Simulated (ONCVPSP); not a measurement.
# Which change was made? (Bi, ONCV)

```
Element                 : bismuth
Generator               : ONCVPSP 4.0.1
Type                    : optimised norm-conserving Vanderbilt (ONCV)
Functional              : LDA (Perdew-Zunger)
Relativity              : fully relativistic
Frozen core             : [Kr] 4d10 4f14
Valence charge          : 23
Reference configuration : 5s2 5p6 5d10 6s2 6p3
Partial waves           : 5s+6s: rc 1.25 bohr, ncon 4, nbas 8, qcut 7.5 1/bohr, 2 projectors; 5p+6p: rc 1.25 bohr, ncon 4, nbas 9, qcut 10.5 1/bohr, 2 projectors; 5d: rc 1.85 bohr, ncon 5, nbas 10, qcut 6.6 1/bohr, 2 projectors, debl 2.2 Ha; f scattering state at 0.32 Ha: rc 1.50 bohr, ncon 4, nbas 7, qcut 8.3 1/bohr, 2 projectors, debl 2.7 Ha
Local potential         : polynomial inside 1.00 bohr (lpopt 5, dvloc0 0 Ha)
Core correction         : polynomial model core, fcfact 0.4
```

Open shells are filled in proportion to 2j + 1.

Cutoffs, loose and tight: the cutoffs (Ha) at which the residual kinetic energy of the hardest occupied pseudo-wave falls to 1 and 0.1 mHa per electron. They do not see the model core or the augmentation charge, which bear on the density cutoff. Test errors are all-electron minus pseudo excitation energies from the reference, over the configurations 5s2 5p6 5d10 6s2 6p2; 5s2 5p6 5d10 6s2 6p1; 5s2 5p6 5d10 6s2 6p0; 5s2 5p6 5d10 6s2 6p2.5; variants that change the core or the reference have their own tests.

The base gives: outcome: generated; cutoff, loose: 43 Ha; cutoff, tight: 110 Ha; bound ghosts: none; GHOST(+) flags above zero: s, p3/2, d5/2; largest test error (meV): +1.7.

After one change the result is: outcome: generated; cutoff, loose: 67 Ha; cutoff, tight: 117 Ha; bound ghosts: none; GHOST(+) flags above zero: s, d5/2, d3/2; largest test error (meV): +1.3. Which change was it?
A. s: qcut 7; p: qcut 9.8; d: qcut 6.1; f: qcut 7.7
B. scalar-relativistic
C. reference 5s2 5p6 5d10 6s2 6p1

A. The others give: scalar-relativistic → outcome: generated; cutoff, loose: 43 Ha; cutoff, tight: 110 Ha; bound ghosts: none; GHOST(+) flags above zero: s; largest test error (meV): -22 | reference 5s2 5p6 5d10 6s2 6p1 → outcome: generated; cutoff, loose: 43 Ha; cutoff, tight: 110 Ha; bound ghosts: none; GHOST(+) flags above zero: s, p3/2, d5/2; largest test error (meV): +22.
